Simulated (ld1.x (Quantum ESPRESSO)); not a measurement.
Reading a pseudo-wave (Si (Z = 14))

Columns: radius, all-electron u(r) and pseudo u(r) of the 3p shell (level -11.75 eV) of silicon in the configuration [Ne] 3s2 3p1; LDA (PZ), scalar-relativistic, ultrasoft scheme, ld1.x (Quantum ESPRESSO) 7.5.

```csv
r (bohr),all-electron,pseudo
0.080,0.0861,-0.0027
0.160,0.2053,-0.0106
0.240,0.2794,-0.0238
0.320,0.3002,-0.0420
0.400,0.2782,-0.0650
0.480,0.2266,-0.0925
0.560,0.1566,-0.1241
0.640,0.0767,-0.1593
0.720,-0.0073,-0.1977
0.800,-0.0910,-0.2386
0.880,-0.1718,-0.2814
0.960,-0.2477,-0.3253
1.040,-0.3176,-0.3696
1.120,-0.3811,-0.4135
1.200,-0.4377,-0.4561
1.280,-0.4876,-0.4967
1.360,-0.5308,-0.5344
1.440,-0.5675,-0.5685
1.520,-0.5982,-0.5983
1.600,-0.6231,-0.6231
1.680,-0.6427,-0.6427
1.760,-0.6574,-0.6574
1.840,-0.6676,-0.6676
1.920,-0.6736,-0.6736
2.000,-0.6760,-0.6760
2.080,-0.6751,-0.6751
```

(1) How many radial nodes do the two functions have?

(2) At about which radius was the pseudo-wave matched?

(3) Where does each function peak?

(4) Is the pseudo-wave norm-conserving?

Answers

(1) The all-electron 3p function has n − l − 1 = 1; the pseudo-wave has 0, since the states of the same l below it are removed with the core.

(2) 1.60 bohr, where the columns begin to agree (steps of 0.08 bohr).

(3) Outermost all-electron maximum near 2.00 bohr, pseudo maximum near 2.00 bohr (to the table’s step).

(4) No, it belongs to an ultrasoft set: the norm inside the radius is not constrained, and the difference is carried by the augmentation charge.
